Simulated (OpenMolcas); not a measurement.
## Al²⁺: CASPT2 settings compared

```
Program             : OpenMolcas 26.06
Basis               : ANO-R1 [4s3p1d]
Scalar Hamiltonian  : X2C, finite nucleus
Active space        : 1 electron in 4 orbitals (3s 3p)
State averaging     : 2S+1 = 2 even, 1 root; 2S+1 = 2 odd, 3 roots
Spin-orbit coupling : RASSI with atomic mean-field integrals over the reference wave functions, term energies averaged over their components
```

Methods on the same reference wave functions:
A. CASSCF
B. SS-CASPT2, IPEA 0.1 Eh, no level shift (closed shells correlated: 2s 2p)
C. SS-CASPT2, IPEA 0.15 Eh, imaginary shift 0.15 Eh (closed shells correlated: 2s 2p)

Energies in cm⁻¹ above 3s ²S_1/2, the measured ground level; measured values from NIST levels in Kelleher and Podobedova, J. Phys. Chem. Ref. Data 37, 709 (2008).

```tsv
Level	A	B	C	Measured
3s ²S_1/2	0.0	0.0	0.0	0.0
3p ²P°_1/2	57394	57987	57986	53683
3p ²P°_3/2	57598	58191	58190	53917
```

Deviations, from unrounded energies. A percentage is the sum of absolute deviations over the sum of measured energies, with the sign that they share, or ± where signs differ.

```csv
Against measurement,Levels,A,B,C
mean absolute deviation (cm-1),2,3700,4300,4300
other configurations (%),2,+6.9,+8.0,+8.0
```

A lies closest to measurement on these levels and B furthest from it. The largest miss of A in the table is 3p ²P°_1/2, by +3700 cm-1. The ranking rests on the paired levels alone, and a cruder setting can come out closer through cancelling errors.

Between B and C no level of the table moves by more than 5 cm-1.

The lowest spin-free term lies below A's lowest term by 0.067 hartree in B, 0.067 hartree in C.

With one active electron the reference holds no correlation, so core polarisation is missing (holds for A). With one active electron, CASPT2 adds the correlation within the correlated inactive shells and between them and that electron, and leaves the splitting within a term as the reference gives it (holds for B; C). Computed and measured levels are paired by configuration, term and J; levels that our copy of the source lacks, or whose pairing is in doubt (as where it misses far off the trend of its configuration), stay unpaired and out of the deviations. Only configurations of the active space appear.

° marks odd parity.
